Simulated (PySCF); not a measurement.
**input.py for SBr**

Input:

```python
from pyscf import gto, scf

mol = gto.M(
    atom='S 0 0 0; Br 0 0 2.415',
    basis='pcseg-1',
    charge=0,
    spin=1,
    verbose=4,
)
mf = scf.ROHF(mol)
mf = mf.density_fit(auxbasis='def2-universal-jkfit')
mf.kernel()
mf.analyze()
print('orbital energies (hartree):', mf.mo_energy[..., max(0, mol.nelec[1]-3):mol.nelec[0]+3].round(4))
```

```bash
$ OMP_NUM_THREADS=1 python input.py
```

The log (some set-up lines and the per-cycle HOMO/LUMO lines with their warnings removed):

```
PySCF version 2.14.0

[INPUT] verbose = 4
[INPUT] num. atoms = 2
[INPUT] num. electrons = 51
[INPUT] charge = 0
[INPUT] spin (= nelec alpha-beta = 2S) = 1
[INPUT] symmetry False subgroup None
[INPUT] Mole.unit = angstrom
[INPUT] Symbol           X                Y                Z      unit          X                Y                Z       unit  Magmom
[INPUT]  1 S      0.000000000000   0.000000000000   0.000000000000 AA    0.000000000000   0.000000000000   0.000000000000 Bohr   0.0
[INPUT]  2 Br     0.000000000000   0.000000000000   2.415000000000 AA    0.000000000000   0.000000000000   4.563688590825 Bohr   0.0

nuclear repulsion = 122.707759053913
number of shells = 6
number of NR pGTOs = 126
number of NR cGTOs = 45
basis = pcseg-1
ecp = {}

******** <class 'pyscf.df.df_jk.DFROHF'> ********
method = DFROHF
initial guess = minao
damping factor = 0
level_shift factor = 0
DIIS = <class 'pyscf.scf.diis.CDIIS'>
diis_start_cycle = 1
diis_space = 8
diis_damp = 0
SCF conv_tol = 1e-09
SCF conv_tol_grad = None
SCF max_cycles = 50
direct_scf = False
num. doubly occ = 25  num. singly occ = 1
Set gradient conv threshold to 3.16228e-05
******** <class 'pyscf.df.df.DF'> ********
auxbasis = def2-universal-jkfit
init E= -2968.14083607237
cycle= 1 E= -2969.51546680186  delta_E= -1.37  |g|= 0.172  |ddm|=  1.3
cycle= 2 E= -2969.53495586958  delta_E= -0.0195  |g|= 0.0609  |ddm|= 0.318
cycle= 3 E= -2969.53840459289  delta_E= -0.00345  |g|= 0.0317  |ddm|= 0.128
cycle= 4 E= -2969.53917370147  delta_E= -0.000769  |g|= 0.0125  |ddm|= 0.0578
cycle= 5 E= -2969.5392709346  delta_E= -9.72e-05  |g|= 0.00482  |ddm|= 0.018
cycle= 6 E= -2969.53929780604  delta_E= -2.69e-05  |g|= 0.00114  |ddm|= 0.0123
cycle= 7 E= -2969.53930032279  delta_E= -2.52e-06  |g|= 0.000389  |ddm|= 0.00428
cycle= 8 E= -2969.53930051755  delta_E= -1.95e-07  |g|= 7.64e-05  |ddm|= 0.00125
cycle= 9 E= -2969.53930052309  delta_E= -5.53e-09  |g|= 1.05e-05  |ddm|= 0.000189
cycle= 10 E= -2969.53930052317  delta_E= -8.28e-11  |g|= 1.76e-06  |ddm|= 1.92e-05
Extra cycle  E= -2969.53930052317  delta_E= -3.64e-12  |g|= 5.9e-07  |ddm|= 2.26e-06
converged SCF energy = -2969.53930052317
**** SCF Summaries ****
Total Energy =                       -2969.539300523173551
Nuclear Repulsion Energy =             122.707759053913037
One-electron Energy =                -4375.611306619336574
Two-electron Energy =                 1283.364247042250327
Two-electron Coulomb Energy =         1397.862886145903985
DFT Exchange-Correlation Energy =     -114.498639103653659
**** MO energy ****
                Roothaan           | alpha              | beta
[15 lines left out]
MO #16  energy= -3.23773327115072  | -3.2379440807041   | -3.23752246159914  occ= 2
MO #17  energy= -3.23683932308914  | -3.23687743048613  | -3.23680121569216  occ= 2
MO #18  energy= -3.22444606210309  | -3.22463793512698  | -3.22425418907922  occ= 2
MO #19  energy= -3.22443091298708  | -3.22461747490368  | -3.22424435107049  occ= 2
MO #20  energy= -1.0327287460686   | -1.04378815081667  | -1.02166934132059  occ= 2
MO #21  energy= -0.89080163574494  | -0.931054764849834 | -0.850548506640036 occ= 2
MO #22  energy= -0.486920667149502 | -0.494871422392261 | -0.478969911906727 occ= 2
MO #23  energy= -0.47163846047752  | -0.477082628208649 | -0.466194292746385 occ= 2
MO #24  energy= -0.44972648251095  | -0.457734854708642 | -0.44171818736163  occ= 2
MO #25  energy= -0.394940260152051 | -0.402919349765564 | -0.386961170538533 occ= 2
MO #26  energy= -0.245976369980429 | -0.482161224930651 | -0.0097914513178816 occ= 1
MO #27  energy= -0.00841423300639743 | -0.0170457662796421 | 0.0002173002668599 occ= 0
MO #28  energy= 0.378992617151957  | 0.374489293639776  | 0.38349594066409   occ= 0
MO #29  energy= 0.42274231198285   | 0.393952237903253  | 0.451532400622663  occ= 0
[16 lines left out]
 ** Mulliken pop on meta-lowdin orthogonal AOs  **
 ** Mulliken pop  **
pop of  0 S 1s            2.00000
pop of  0 S 2s            1.99999
pop of  0 S 3s            1.95352
pop of  0 S 4s            0.00063
pop of  0 S 2px           1.99994
pop of  0 S 2py           2.00000
pop of  0 S 2pz           1.99995
pop of  0 S 3px           1.07430
pop of  0 S 3py           1.95397
pop of  0 S 3pz           0.89058
pop of  0 S 4px           0.00048
pop of  0 S 4py           0.00032
[33 lines left out]
 ** Mulliken atomic charges  **
charge of    0S =      0.11347
charge of    1Br =     -0.11347
Dipole moment(X, Y, Z, Debye): -0.00000, -0.00000, -0.97269
orbital energies (hartree): [-0.4716 -0.4497 -0.3949 -0.246  -0.0084  0.379   0.4227]
```

In short: E(SCF) = -2969.539301 Eh, 10 cycles, μz(SCF) = -0.97 D.

Run time: 0.65 s on 1 thread of Intel Xeon 6975P-C (shared host), peak memory 0.14 GiB.

The bond length is a typed value, not an optimised one. No search for the lowest solution was made.
